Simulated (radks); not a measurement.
Values are calculated unless marked as measured or tabulated.
Ionisation of the silicon ion Si5+, [He] 2s2 2p5, to [He] 2s2 2p4 as the strength of local exchange is varied. Code: a radial shooting solver on a logarithmic mesh with Libxc functionals. Model: Dirac Kohn-Sham, Slater X-alpha exchange (alpha = 2/3 is LDA exchange), no correlation, spin-unpolarised, spherical densities, point nucleus; open shells are shared between the two j in proportion to 2j + 1.

alpha = 0.667: E(Si5+) (hartree) -278.06799; exchange (hartree) -16.29990; IE (eV) 206.72; -e of the level emptied (eV) 185.56 (2p3/2); <r> of it (bohr) 0.5083
alpha = 0.76: E(Si5+) (hartree) -280.34746; exchange (hartree) -18.68328; IE (eV) 211.71; -e of the level emptied (eV) 190.41 (2p3/2); <r> of it (bohr) 0.5035
alpha = 0.778: E(Si5+) (hartree) -280.79022; exchange (hartree) -19.14770; IE (eV) 212.68; -e of the level emptied (eV) 191.36 (2p3/2); <r> of it (bohr) 0.5026
alpha = 0.835: E(Si5+) (hartree) -282.19561; exchange (hartree) -20.62508; IE (eV) 215.77; -e of the level emptied (eV) 194.38 (2p3/2); <r> of it (bohr) 0.4998
alpha = 0.895: E(Si5+) (hartree) -283.68047; exchange (hartree) -22.19121; IE (eV) 219.05; -e of the level emptied (eV) 197.58 (2p3/2); <r> of it (bohr) 0.4968
alpha = 1.004: E(Si5+) (hartree) -286.39239; exchange (hartree) -25.06519; IE (eV) 225.08; -e of the level emptied (eV) 203.47 (2p3/2); <r> of it (bohr) 0.4915

NIST Atomic Spectra Database: 205.28 eV (semi-empirical). The central value is not met in this range of alpha. Spin polarisation and multiplet splitting are left out, so open shells lie too high by an amount that depends on their filling.

Beside tabulated values, note that spin-unpolarised runs miss the spin-polarisation part of the exchange energy of open shells.
